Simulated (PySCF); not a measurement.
Delta-SCF ions had no search for a lower state. Excitations are Tamm–Dancoff values on a coarser integration grid. The basis has no diffuse functions, so Rydberg states are missing or too high.

**H₅ClOSi₂, SMILES `[SiH2](O[SiH3])Cl` (Si–O–Si–Cl torsion 41°) (charge 0, multiplicity 1)**

All values below come from PBE0-D4/def2-TZVP (PySCF).

```json
{
 "HOMO": "-8.80 eV",
 "dipole_moment": "1.03 D",
 "HOMO–LUMO gap": "8.68 eV",
 "LUMO": "-0.12 eV",
 "S1 excitation (TDA)": "7.32 eV",
 "S1 oscillator strength": "0.000",
 "T1 excitation (TDA)": "6.96 eV",
 "S1–T1 gap (TDA)": "0.36 eV",
 "vertical ionisation energy (Delta-SCF)": "10.76 eV",
 "total_energy": "-1117.1396 Ha",
 "cost": "about 3 core-minutes (a rough figure)"
}
```

```xyz
9

Si     1.5052    -0.3145     0.3483
O     -0.0962    -0.0115     0.5580
Si    -1.5003     0.3777    -0.1482
Cl    -1.7022    -0.6291    -1.9258
H      2.1803     0.8965    -0.1857
H      2.0716    -0.6636     1.6728
H      1.6888    -1.4426    -0.5977
H     -1.5398     1.8235    -0.4578
H     -2.6073    -0.0363     0.7361
```
